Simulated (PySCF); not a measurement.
Species: C5H11Al.
Bonds: C1–C2 (double), C2–Al3, Al3–C4, C4–C5, C4–C6. Hydrogens: H7, H8 on C1; H9 on C2; H10 on Al3; H11 on C4; H12, H13, H14 on C5; H15, H16, H17 on C6.

Level: PBE0/pcSseg-1 and CAM-B3LYP/def2-SVPD in PySCF, non-relativistic, on one gas-phase PBE0-D3(BJ)/def2-SVP geometry that isn't relaxed in the solvent. The solvent is an IEF-PCM continuum (van der Waals radii × 1.2). Specific hydrogen bonds and non-electrostatic terms are outside this model.

Gas phase at PBE0/pcSseg-1: HOMO -7.09 eV, LUMO -1.41 eV, dipole 0.65 D.

Problem. What does the continuum do to the energy, the frontier levels and the dipole at PBE0/pcSseg-1 in methanol and water?

Solution. 
```json
{"solvent": "methanol", "ε": "32.61", "E(solvent) − E(gas) (kcal/mol)": "-3.51", "polarisation term (kcal/mol)": "-3.90", "distortion of the solute (kcal/mol)": "0.39", "HOMO (eV)": "-6.91", "LUMO (eV)": "-1.11", "dipole (D)": "0.85"}
{"solvent": "water", "ε": "78.36", "E(solvent) − E(gas) (kcal/mol)": "-3.62", "polarisation term (kcal/mol)": "-4.04", "distortion of the solute (kcal/mol)": "0.42", "HOMO (eV)": "-6.90", "LUMO (eV)": "-1.10", "dipole (D)": "0.86"}
```

The polarisation term is half the interaction of the solute with the surface charges that it induces; the rest is the cost of distorting the solute's density. The sum is the electrostatic part of solvation alone. From methanol to water the lowering changes by a factor 1.03, Onsager's factor (ε − 1)/(2ε + 1) by 1.03 and ε itself by 2.4.

Problem. Which IAO charges (PBE0/pcSseg-1) respond most in methanol (means over atoms taken as equivalent)?

Solution. 
```
atoms                    environment  gas (e)  solvent (e)  change
  Al3  aluminium bonded to 2 C and H   +0.857       +0.899  +0.042
  H10                  Al–H hydrogen   -0.207       -0.235  -0.028
   C1           terminal =CH2 carbon   -0.244       -0.259  -0.015
   C2               alkene CH carbon   -0.492       -0.496  -0.004
C5/C6                  methyl carbon   -0.394       -0.398  -0.004
   H7               vinylic hydrogen   +0.142       +0.145  +0.003
   H9               vinylic hydrogen   +0.142       +0.145  +0.003
  H11               methine hydrogen   +0.131       +0.134  +0.003
```

Gas phase at CAM-B3LYP/def2-SVPD: HOMO -8.41 eV, LUMO -0.39 eV, dipole 0.66 D.

Problem. What does the continuum do to the energy, the frontier levels and the dipole at CAM-B3LYP/def2-SVPD in methanol?

Solution. 
```
 solvent      ε  E(solvent) − E(gas) (kcal/mol)  polarisation term (kcal/mol)  distortion of the solute (kcal/mol)  HOMO (eV)  LUMO (eV)  dipole (D)
methanol  32.61                           -3.66                         -4.15                                 0.49      -8.19      -0.05        0.90
```

Problem. How does the static polarisability (CAM-B3LYP/def2-SVPD, frozen core, with the continuum's full static response) change?

Solution. 
```csv
medium,isotropic (au),principal values (au),⟨r²⟩ of the electrons (bohr²)
gas,90.1,"69.9, 86.8, 113.6",1102.5
methanol,121.4,"99.9, 119.2, 145.1",1104.0
```

The isotropic value in methanol is 1.35 times the gas-phase one; no cavity-field correction is applied. ⟨r²⟩ is taken about the centre of nuclear charge.

Time: 51 s; peak memory 1.0 GiB. Hardware: an Intel Xeon at 2.50 GHz with one thread, no GPU, shared host with 64 logical CPUs at a one-minute load of 60. This is the whole shielding run at PBE0/pcSseg-1 in water, SCF included.

Shape of the structure used: `[CH2:1]=[CH:2][AlH:3][CH:4]([CH3:5])[CH3:6]`: C1–C2–Al3–C4 180°, C2–Al3–C4–C5 -172°.
